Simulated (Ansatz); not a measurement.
C$_{6}$H$_{14}$OSn (`C[CH2][Sn][O]C(C)(C)C`), relaxed with RKS PBE-D4/def2-SVP in Ansatz 0.2.0 from a rough embedded geometry. The force threshold is 0.03 eV/Å; the program also tests the step.

Charge 0, multiplicity 1. Sn: def2 effective core potential.

Start:

```xyz
22

C     2.241   -2.061    0.478
C     1.999   -2.205   -1.022
Sn    0.787   -0.604   -1.783
O    -0.848   -0.392   -0.740
C    -1.053    0.783   -0.067
C    -2.412    0.714    0.693
C    -1.116    1.989   -1.049
C     0.065    1.068    0.981
H     1.184   -2.092    1.024
H     2.813   -2.891    0.882
H     2.662   -1.104    0.748
H     1.504   -3.138   -1.245
H     2.938   -2.202   -1.519
H    -2.635    1.635    1.276
H    -2.377   -0.151    1.420
H    -3.245    0.559   -0.010
H    -1.469    2.925   -0.531
H    -0.163    2.183   -1.490
H    -1.851    1.738   -1.846
H     0.114    0.132    1.688
H    -0.209    1.902    1.616
H     1.072    1.212    0.495
```

```csv
step,energy (eV),largest force (eV/Å),largest move (Å)
1,-14311.3106,2.633,0.000
2,-14312.0638,0.955,0.195
3,-14312.2314,0.393,0.175
4,-14312.3095,0.447,0.195
5,-14312.3614,0.277,0.195
6,-14312.3983,0.387,0.199
7,-14312.4216,0.271,0.172
8,-14312.4340,0.173,0.109
9,-14312.4383,0.064,0.074
10,-14312.4392,0.023,0.041
```

End:

```xyz
22

C     2.005   -2.377    0.355
C     1.802   -2.357   -1.160
Sn    0.961   -0.474   -2.027
O     0.026   -0.087   -0.252
C    -0.815    0.997    0.130
C    -2.120    0.378    0.664
C    -1.123    1.949   -1.036
C    -0.088    1.757    1.254
H     1.080   -2.076    0.885
H     2.306   -3.381    0.727
H     2.796   -1.666    0.671
H     1.074   -3.141   -1.477
H     2.740   -2.584   -1.714
H    -2.812    1.156    1.046
H    -1.895   -0.331    1.485
H    -2.634   -0.183   -0.143
H    -1.793    2.772   -0.714
H    -0.194    2.406   -1.437
H    -1.625    1.409   -1.866
H     0.162    1.062    2.080
H    -0.710    2.581    1.658
H     0.859    2.189    0.871
```

It took 30 s on 4 threads of an AMD EPYC 7R13 on a shared host and a share of an NVIDIA H100 80 GB, with 0.87 GiB of host memory at the peak.
